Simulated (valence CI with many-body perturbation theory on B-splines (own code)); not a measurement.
**Level structure of Ta XLI**

Computed by relativistic CI+MBPT: five valence electrons over a frozen Dirac-Fock core [Ar] 3d10, a basis of 9 s, 9 p, 8 d, 6 f, 3 g, 1 h functions for each j, with the one-electron correlation potential Σ1, the two-electron term Σ2, the three-electron term Σ3, Breit, model QED; selected CI, second order for the rest, scaled by the run's own slope (own B-spline code, finite nucleus).

No measured spectrum was set against this ion. As an estimate, large intervals hold to a few tenths of a per cent, small ones and those within an open d or f shell to about a per cent. Among the levels kept, up to 760 cm⁻¹ of a level comes from second order outside the variational space, and about a tenth of that is noise between levels of different J, which matters for small intervals.

Levels 1 to 39 of 39, with energies above the lowest level, (4s^2 4p1/2^2 4p3/2) J=3/2. "Leading %" is the weight of the configuration and term that name the level; weights of strongly mixed levels are sums over their largest components and can fall short, so below about 35 % the name and the second component can differ from the true leading terms, or belong to a minority configuration. In the jj column 3d3/2^4 stands for four electrons in 3d with j = 3/2.

```tsv
No.	Configuration	Term	J	E (cm⁻¹)	Leading %	g	Second component	Leading jj
1	4s²4p³	²P°	3/2	0	46	1.367	27 % 4s²4p³ ⁴S°	4s^2 4p1/2^2 4p3/2 (99 %)
2	4s²4p³	⁴S°	3/2	665190	54	1.454	45 % 4s²4p³ ²D°	4s^2 4p1/2 4p3/2^2 (99 %)
3	4s²4p³	²D°	5/2	708350	99	1.195		4s^2 4p1/2 4p3/2^2 (99 %)
4	4s²4p³	²P°	1/2	762620	99	0.659		4s^2 4p1/2 4p3/2^2 (99 %)
5	4s²4p²4d	²D	3/2	1211400	37	0.791	35 % 4s²4p²4d ⁴F	4s^2 4p1/2^2 4d3/2 (96 %)
6	4s4p⁴	⁴P	5/2	1372300	32	1.351	16 % 4s²4p²4d ²D	4s^2 4p1/2^2 4d5/2 (53 %)
7	4s²4p³	²P°	3/2	1435500	52	1.301	28 % 4s²4p³ ²D°	4s^2 4p3/2^3 (98 %)
8	4s4p⁴	⁴P	5/2	1478300	38	1.333	13 % 4s4p⁴ ²D	4s 4p1/2^2 4p3/2^2 (51 %)
9	4s4p⁴	²S	1/2	1553300	57	2.121	31 % 4s4p⁴ ⁴P	4s 4p1/2^2 4p3/2^2 (92 %)
10	4s4p⁴	²P	3/2	1570600	37	1.169	33 % 4s4p⁴ ²D	4s 4p1/2^2 4p3/2^2 (86 %)
11	4s²4p²4d	²F	5/2	1873600	46	0.963	45 % 4s²4p²4d ⁴F	4s^2 4p1/2 4p3/2 4d3/2 (97 %)
12	4s²4p²4d	⁴F	3/2	1875000	36	0.917	27 % 4s²4p²4d ⁴D	4s^2 4p1/2 4p3/2 4d3/2 (95 %)
13	4s²4p²4d	⁴D	1/2	1877900	79	0.213	13 % 4s²4p²4d ²P	4s^2 4p1/2 4p3/2 4d3/2 (98 %)
14	4s²4p²4d	²G	7/2	1916800	46	1.049	27 % 4s²4p²4d ²F	4s^2 4p1/2 4p3/2 4d3/2 (95 %)
15	4s²4p²4d	²P	3/2	2022600	32	1.473	29 % 4s4p⁴ ⁴P	4s^2 4p1/2 4p3/2 4d5/2 (65 %)
16	4s²4p²4d	⁴D	7/2	2024700	47	1.310	36 % 4s²4p²4d ⁴F	4s^2 4p1/2 4p3/2 4d5/2 (99 %)
17	4s²4p²4d	²D	5/2	2030300	30	1.209	27 % 4s²4p²4d ⁴P	4s^2 4p1/2 4p3/2 4d3/2 (78 %)
18	4s²4p²4d	²D	3/2	2039900	34	1.193	25 % 4s²4p²4d ²P	4s^2 4p1/2 4p3/2 4d3/2 (87 %)
19	4s²4p²4d	⁴P	1/2	2046000	36	1.675	35 % 4s²4p²4d ²P	4s^2 4p1/2 4p3/2 4d3/2 (91 %)
20	4s²4p²4d	²D	5/2	2056100	33	1.185	21 % 4s²4p²4d ²F	4s^2 4p1/2 4p3/2 4d5/2 (70 %)
21	4s²4p²4d	²G	9/2	2072600	59	1.196	40 % 4s²4p²4d ⁴F	4s^2 4p1/2 4p3/2 4d5/2 (98 %)
22	4s²4p²4d	²D	3/2	2174800	27	1.114	23 % 4s²4p²4d ⁴D	4s^2 4p1/2 4p3/2 4d5/2 (60 %)
23	4s²4p²4d	²F	7/2	2175900	51	1.109	25 % 4s²4p²4d ²G	4s^2 4p1/2 4p3/2 4d5/2 (91 %)
24	4s²4p²4d	²D	5/2	2178000	29	1.218	24 % 4s²4p²4d ⁴P	4s^2 4p1/2 4p3/2 4d5/2 (80 %)
25	4s²4p²4d	²P	1/2	2188200	36	1.379	34 % 4s²4p²4d ²S	4s^2 4p1/2 4p3/2 4d5/2 (75 %)
26	4s²4p²4d	²P	3/2	2217900	30	1.248	26 % 4s4p⁴ ⁴P	4s^2 4p1/2 4p3/2 4d5/2 (59 %)
27	4s4p⁴	²D	5/2	2255700	54	1.265	13 % 4s4p⁴ ⁴P	4s 4p1/2 4p3/2^3 (65 %)
28	4s4p⁴	²P	3/2	2328700	43	1.089	33 % 4s4p⁴ ²D	4s 4p1/2 4p3/2^3 (81 %)
29	4s4p⁴	²P	1/2	2333900	42	1.248	25 % 4s²4p²4d ²P	4s 4p1/2 4p3/2^3 (66 %)
30	4s4p³4d	⁴D°	5/2	2624700	27	1.277	24 % 4s4p³4d ⁶D°	4s 4p1/2^2 4p3/2 4d3/2 (92 %)
31	4s4p³4d	⁶D°	3/2	2632000	30	1.343	18 % 4s4p³4d ⁴D°	4s 4p1/2^2 4p3/2 4d3/2 (94 %)
32	4s4p³4d	⁴P°	1/2	2632400	43	2.529	36 % 4s4p³4d ⁶D°	4s 4p1/2^2 4p3/2 4d3/2 (94 %)
33	4s4p³4d	⁴F°	7/2	2649600	24	1.291	22 % 4s4p³4d ⁶D°	4s 4p1/2^2 4p3/2 4d3/2 (82 %)
34	4s²4p²4d	²D	3/2	2692800	35	1.179	26 % 4s²4p²4d ⁴P	4s^2 4p3/2^2 4d3/2 (90 %)
35	4s²4p²4d	⁴P	1/2	2695400	41	1.556	27 % 4s²4p²4d ²P	4s^2 4p3/2^2 4d3/2 (88 %)
36	4s²4p²4d	²D	5/2	2699100	28	1.195	21 % 4s²4p²4d ⁴D	4s^2 4p3/2^2 4d3/2 (87 %)
37	4s²4p²4f	⁴G°	5/2	2709100	16	0.891	14 % 4s²4p²4f ²F°	4s 4p1/2^2 4p3/2 4d3/2 (49 %)
38	4s²4p²4d	²F	7/2	2716500	48	1.157	21 % 4s²4p²4d ⁴F	4s^2 4p3/2^2 4d3/2 (85 %)
39	4s4p³4d	⁴F°	3/2	2726200	26	0.983	18 % 4s4p³4d ²D°	4s 4p1/2^2 4p3/2 4d3/2 (79 %)
```

The ionisation energy to 4s²4p² ³P0 of the next ion comes out as 1912.1 eV (NIST: 1910 ± 4 eV (theoretical)). All 39 levels together are meant to be complete up to 2737300 cm⁻¹.
